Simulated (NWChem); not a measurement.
Molecule: LiCl; SMILES [Cl][Li]

Program: NWChem. Geometry: optimised at B3LYP/6-31G* (spherical d).

**Question.** Taking B3LYP/def2-QZVP as the yardstick, which of these has the fewest basis functions while keeping “highest occupied level (eV)” within 0.05 eV of it: B3LYP/def2-SVPD; B3LYP/def2-SVP; B3LYP/def2-TZVPP; B3LYP/def2-TZVP?

**Answer.** B3LYP/def2-SVPD (a larger set in the list lies outside the tolerance).
```json
[
 {"level": "B3LYP/def2-SVP", "basis functions": "27", "highest occupied level (eV)": "-6.37"},
 {"level": "B3LYP/def2-SVPD", "basis functions": "39", "highest occupied level (eV)": "-6.91"},
 {"level": "B3LYP/def2-TZVP", "basis functions": "51", "highest occupied level (eV)": "-6.78"},
 {"level": "B3LYP/def2-TZVPP", "basis functions": "61", "highest occupied level (eV)": "-6.80"},
 {"level": "B3LYP/def2-QZVP", "basis functions": "105", "highest occupied level (eV)": "-6.88"}
]
```

The yardstick is one finite set, not the basis-set limit.
